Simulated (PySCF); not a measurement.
## Radial density of Ni (nickel, neutral)

UHF, [Ar] 3d8 4s1 5s1, high-spin 5F determinant (an excited configuration). Computed with PySCF 2.14 in aug-cc-pVTZ-DK, with scalar relativity by spin-free X2C-1e.

```tsv
r (bohr)	4πr²ρ (e/bohr)	4πr²(ρα − ρβ)
0.000960	0.2573	0.0001
0.00161	0.6446	0.0003
0.00271	1.581	0.0007
0.00457	3.738	0.0016
0.00768	8.323	0.0035
0.0129	16.65	0.0068
0.0217	27.69	0.0104
0.0365	34.05	0.0094
0.0615	29.02	0.0035
0.103	28.93	0.0333
0.174	38.51	0.1962
0.293	22.24	0.7830
0.492	18.06	1.9539
0.828	16.96	1.8310
1.39	4.472	0.8842
2.34	0.8942	0.5575
3.94	0.1563	0.1483
6.63	0.1598	0.1597
11.1	0.06773	0.0677
18.7	0.0002157	0.0002
```

Densities and radii are taken from the X2C orbitals without a picture-change correction, which distorts them close to the nucleus.

The outer electron is Rydberg-like, and this basis confines it to a smaller radius and binds it less than a complete one would.
